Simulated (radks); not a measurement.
Task: The mean radii <r> (bohr) of the occupied orbitals of an atom or ion are listed with their occupations. Method: scalar-relativistic Kohn-Sham, r2SCAN, spin-polarised, spherical densities, finite nucleus; meta-GGA in the generalised Kohn-Sham scheme; Fermi nuclear charge, rms radius of each element as measured or else 0.836 A^(1/3) + 0.57 fm; computed with a radial shooting solver on a logarithmic mesh with Libxc functionals.

| orbital | occ. | <r> |
|---|---|---|
| 1s up | 1 | 0.02363 |
| 1s down | 1 | 0.02363 |
| 2s down | 1 | 0.1009 |
| 2s up | 1 | 0.1009 |
| 2p up | 3 | 0.08881 |
| 2p down | 3 | 0.08881 |
| 3s up | 1 | 0.2659 |
| 3s down | 1 | 0.2658 |
| 3p up | 3 | 0.2643 |
| 3p down | 3 | 0.2641 |
| 3d up | 5 | 0.2418 |
| 3d down | 5 | 0.2417 |
| 4s up | 1 | 0.6068 |
| 4s down | 1 | 0.6066 |
| 4p up | 3 | 0.6419 |
| 4p down | 3 | 0.6416 |
| 4d up | 5 | 0.7038 |
| 4d down | 5 | 0.7038 |
| 5s up | 1 | 1.437 |
| 5s down | 1 | 1.459 |
| 5p up | 3 | 1.652 |
| 5p down | 3 | 1.671 |
| 4f up | 3 | 0.9748 |
| 6s up | 1 | 3.749 |
| 6p up | 1 | 4.446 |

Name the element and its charge. Open shells, if any, are filled with parallel spins first.

Result: Z = 60, neodymium, charge +1: Nd+ in [Xe] 4f3 6s1 6p1. The 1s radius gives Z: for a bare nucleus <r> = (2 gamma + 1)/(2Z) with gamma = sqrt(1 - (Z/c)^2), 0.02332 bohr for Z = 60, and screening makes it slightly larger (0.02363 here). The occupations add up to 59, and the charge is Z minus that.
